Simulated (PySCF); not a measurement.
C3H9Al, singlet, at a GFN2-xTB geometry (such geometries of metal compounds can be far from the true shape). Base run: CCSD/STO-3G run with PySCF.

Here is a job for PySCF.
```python
from pyscf import gto, scf, cc

mol = gto.M(
    atom='''
Al    0.01377557    0.00536366    0.00111920
C    -1.36712124   -1.42328928   -0.17712821
H    -1.44959113   -1.80169766   -1.20166716
H    -2.36933356   -1.07452599    0.09435791
H    -1.15117922   -2.28740004    0.46050578
C    -0.16027256    1.69622682   -1.04309429
H     0.69676512    1.87264152   -1.70193712
H    -0.23101461    2.58097547   -0.40129179
H    -1.05181885    1.69770984   -1.67955486
C     1.56875030   -0.25747259    1.22286490
H     2.24081454    0.60750024    1.22724421
H     2.17645426   -1.12614197    0.94751257
H     1.26311707   -0.42359105    2.26146089
''',
    basis='sto-3g',
    verbose=4,
)

mf = scf.RHF(mol)
mf.kernel()

mycc = cc.CCSD(mf)
mycc.kernel()
print('E(CCSD) = %.10f' % mycc.e_tot)
```

Each row names what was changed in the base input (with any setting that the change needs).

| change | ΔE vs base (mEh) | MP2 correlation (Eh) | CC correlation without the perturbative part (Eh) | basis functions |
|---|---|---|---|---|
| base | 0.000 | -0.19552 | -0.25706 | 33 |
| cc.level_shift = 0.2 | 0.000 | -0.19552 | -0.25706 | 33 |
| cc.iterative_damping = 0.8 | 0.000 | -0.19552 | -0.25706 | 33 |
| cc.diis_space = 10 | 0.000 | -0.19552 | -0.25706 | 33 |
| frozen = 9 | 41.079 | -0.16346 | -0.21598 | 33 |
| method = cisd | 26.908 | - | - | 33 |
| frozen = 7 | 7.924 | -0.18700 | -0.24914 | 33 |
| cc.conv_tol = 1e-9 | 0.000 | -0.19552 | -0.25706 | 33 |
| cc.direct = True | 0.000 | -0.19552 | -0.25706 | 33 |
| density fitting = JK and correlation | -0.617 | -0.19545 | -0.25700 | 33 |
